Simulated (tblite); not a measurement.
Compound: C5H10ClNSi2.
SMILES with atom numbers: `[CH2:1]=[CH:2][SiH2:3][Si@H:4]([CH2:5][Cl:6])[CH2:7][C:8]#[N:9]` (hydrogens: H10, H11 on C1; H12 on C2; H13, H14 on Si3; H15 on Si4; H16, H17 on C5; H18, H19 on C7)

Computed geometry: GFN2-xTB, gas phase.

Question: What internal coordinates does the optimisation give?

Answer: 
| bond | length (Å) |
| --- | --- |
| C1=C2 | 1.324 |
| C2–Si3 | 1.881 |
| Si3–Si4 | 2.330 |
| Si4–C5 | 1.924 |
| C5–Cl6 | 1.786 |
| Si4–C7 | 1.933 |
| C7–C8 | 1.426 |
| C8≡N9 | 1.145 |
| C1–H10 | 1.078 |
| C1–H11 | 1.080 |
| C2–H12 | 1.084 |
| Si3–H13 | 1.473 |
| Si3–H14 | 1.467 |
| Si4–H15 | 1.474 |
| C5–H16 | 1.088 |
| C5–H17 | 1.088 |
| C7–H18 | 1.091 |
| C7–H19 | 1.091 |

A selection of angles:
| angle | degrees |
| --- | --- |
| C2–C1–H10 | 121.5 |
| C2–C1–H11 | 122.8 |
| H10–C1–H11 | 115.7 |
| C1–C2–Si3 | 124.6 |
| C1–C2–H12 | 118.4 |
| Si3–C2–H12 | 117.0 |
| C2–Si3–Si4 | 109.3 |
| C2–Si3–H13 | 108.2 |
| C2–Si3–H14 | 109.4 |
| Si4–Si3–H13 | 111.2 |
| Si4–Si3–H14 | 110.8 |
| H13–Si3–H14 | 107.9 |
| Si3–Si4–C5 | 111.3 |
| Si3–Si4–C7 | 112.5 |
| Si3–Si4–H15 | 118.1 |
| C5–Si4–C7 | 103.9 |
| C5–Si4–H15 | 104.7 |
| C7–Si4–H15 | 105.1 |
| Si4–C5–Cl6 | 107.3 |
| Si4–C5–H16 | 114.2 |
| Si4–C5–H17 | 113.7 |
| Cl6–C5–H16 | 106.4 |
| Cl6–C5–H17 | 106.3 |
| H16–C5–H17 | 108.4 |
| Si4–C7–C8 | 109.6 |
| Si4–C7–H18 | 110.8 |
| Si4–C7–H19 | 111.2 |
| C8–C7–H18 | 108.5 |
| C8–C7–H19 | 108.6 |
| H18–C7–H19 | 108.1 |
| C7–C8–N9 | 178.1 |

Torsions: C1–C2–Si3–Si4 -114° (anticlinal); C2–Si3–Si4–C5 -99° (anticlinal); Si3–Si4–C5–Cl6 55° (synclinal); Si3–Si4–C7–C8 -58° (synclinal).

The 3 C–Si bonds span 1.881 Å (C2–Si3, drawn single) to 1.933 Å (Si4–C7, drawn single), a spread of 0.052 Å. Si4 (SiH silicon) is distorted tetrahedral (angles from 103.9° to 118.1°). Si3 (SiH2 silicon) is tetrahedral (angles from 107.9° to 111.2°). The C–C distances run from 1.324 Å (C1=C2, drawn double) to 1.426 Å (C7–C8, drawn single), a spread of 0.102 Å.

Point group: C1 (no symmetry element, even within 0.4 Å). Its lowest GFN2-xTB frequency is 4 cm⁻¹, too small to tell a flat minimum from a shallow saddle. One conformer, not necessarily the lowest. 3 starts were optimised and ended at 0.00, 0.32 and 0.76 kcal/mol (GFN2-xTB); the lowest of these is shown.
